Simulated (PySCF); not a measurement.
C4H7PSi.
Z-matrix (Å and degrees, GFN2-xTB geometry), rows numbered from 1:
```
C 
C   1  1.3268
P   2  1.8194  1  122.07
C   3  1.6468  2   98.11  1  -179.26
C   4  1.2942  3  173.55  2  -134.55
Si  5  1.8953  4  124.04  3    45.58
H   1  1.0780  2  121.74  3     0.32
H   1  1.0782  2  121.91  3  -179.70
H   2  1.0823  1  121.22  3   179.64
H   5  1.0848  4  120.34  3  -135.92
H   6  1.4661  5  107.58  4   122.76
H   6  1.4602  5  109.56  4     2.26
H   6  1.4647  5  107.70  4  -118.91
```

Computed with TDDFT wB97X-D/def2-SVPD, vertical, gas phase, core orbitals frozen in the response in PySCF.

Broadening: Gaussians 0.4 eV wide at half height, area fixed by f = 4.319×10⁻⁹ ∫ε dν̃. The cross-section is σ = 3.8235×10⁻²¹ ε cm², given in Mb (10⁻¹⁸ cm²). The width is an assumption, not a result. The curve ends short of the highest state used, and states not computed would add to its high-energy end.

(E (eV), σ (Mb)): (3.81, 0.00), (3.86, 0.00), (3.92, 0.00), (3.97, 0.01), (4.03, 0.02), (4.08, 0.04), (4.14, 0.10), (4.19, 0.21), (4.25, 0.52), (4.30, 1.11), (4.36, 2.71), (4.41, 5.43), (4.47, 11.48), (4.52, 19.82), (4.58, 34.40), (4.64, 53.09), (4.69, 69.53), (4.75, 85.95), (4.80, 93.38), (4.86, 92.11), (4.91, 82.85), (4.97, 65.10), (5.02, 48.43), (5.08, 30.29), (5.13, 18.63), (5.19, 9.27), (5.24, 4.72), (5.30, 1.87), (5.36, 0.65), (5.41, 0.25), (5.47, 0.08), (5.52, 0.06), (5.58, 0.15), (5.63, 0.44), (5.69, 1.42), (5.74, 3.45), (5.80, 8.99), (5.85, 18.22), (5.91, 38.06), (5.96, 64.11), (6.02, 107.36), (6.08, 159.45), (6.13, 202.34), (6.19, 241.44)

Q: Where are the band maxima, and which computed states make them?

A: 257 nm (4.82 eV), ε about 25000, made up of S3 (99%) (ε in L mol⁻¹ cm⁻¹; maxima over ε = 5, shares over 10%). At its high-energy end, 6.19 eV, the curve is still rising (ε about 63000, from S5 and S6). The states used: S1 4.41 eV (f 0.0007); S2 4.64 eV (f 0.0046); S3 4.82 eV (f 0.363); S4 6.19 eV (f 0.088); S5 6.23 eV (f 0.569); S6 6.29 eV (f 0.349); S7 6.53 eV (f 0.030); S8 6.79 eV (f 0.012).

Q: What would ε be at 4.82 eV, the highest of these maxima, with half the width (0.2 eV)?

A: About 48900 L mol⁻¹ cm⁻¹ against 24700, a factor of about 1.99; a lone state at its own centre would give exactly 2.

Q: On this curve, what absorbance would a 10⁻⁴ mol/L sample give at 248 nm over a 1 cm path?

A: 248 nm is 4.999 eV, where ε is about 14000 L mol⁻¹ cm⁻¹, so A = ε c l ≈ 1.4 (Beer–Lambert, with the gas-phase spectrum and the assumed width).

Q: Does any computed singlet lie in the visible range?

A: No computed singlet lies in the visible range (380 to 750 nm); the lowest, at 281 nm, stands 1.14 eV above its violet end (3.26 eV); a Tamm–Dancoff triplet lies at 445 nm, without intensity as long as spin–orbit coupling is left out.

Rough CPU time on one thread of a shared machine: about 60 s.

One conformer stands for the species.
